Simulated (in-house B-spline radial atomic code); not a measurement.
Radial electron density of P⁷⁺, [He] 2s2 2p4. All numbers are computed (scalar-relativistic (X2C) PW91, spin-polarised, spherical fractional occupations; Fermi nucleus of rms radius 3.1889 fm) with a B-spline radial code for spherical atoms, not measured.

Columns: r (bohr), 4πr²n(r) (electrons per bohr), bar.

```
 0.00387    0.409 #
 0.00451   0.5403 #
 0.00525   0.7104 ##
 0.00612   0.9332 ##
 0.00713     1.22 ###
  0.0083    1.585 ####
 0.00967    2.051 #####
  0.0113    2.649 #######
  0.0131    3.354 #########
  0.0153    4.259 ###########
  0.0178    5.321 ##############
  0.0207    6.566 #################
  0.0241    8.003 #####################
  0.0281    9.614 #########################
  0.0327    11.31 #############################
  0.0381    13.02 ##################################
  0.0444    14.62 ######################################
  0.0517    15.93 #########################################
  0.0602    16.79 ###########################################
  0.0701    17.03 ############################################
  0.0816    16.57 ###########################################
   0.095    15.44 ########################################
   0.111    13.76 ####################################
   0.129    11.98 ###############################
    0.15    10.44 ###########################
   0.175    9.529 #########################
   0.204    9.522 #########################
   0.237    10.32 ###########################
   0.276    11.55 ##############################
   0.322    12.61 #################################
   0.375    12.86 #################################
   0.436    11.95 ###############################
   0.508    9.942 ##########################
   0.592     7.28 ###################
   0.689    4.638 ############
   0.802    2.516 ######
   0.935    1.128 ###
    1.09   0.4113 #
    1.27   0.1184 
    1.48  0.02537 
    1.72 0.004008
```

On this grid the curve has 2 maxima, near 0.0701, 0.375 bohr.

The 2p up radial function P(r) = rR(r), positive near the nucleus:

| r (bohr) | P |
| --- | --- |
| 0.00387 | 0.001873 |
| 0.00525 | 0.003359 |
| 0.00713 | 0.006031 |
| 0.00967 | 0.01077 |
| 0.0131 | 0.01909 |
| 0.0178 | 0.03378 |
| 0.0241 | 0.05876 |
| 0.0327 | 0.1011 |
| 0.0444 | 0.1705 |
| 0.0602 | 0.2791 |
| 0.0816 | 0.4402 |
| 0.111 | 0.6645 |
| 0.15 | 0.934 |
| 0.204 | 1.217 |
| 0.276 | 1.421 |
| 0.375 | 1.447 |
| 0.508 | 1.233 |
| 0.689 | 0.8324 |
| 0.935 | 0.4135 |
| 1.27 | 0.137 |
| 1.72 | 0.02605 |
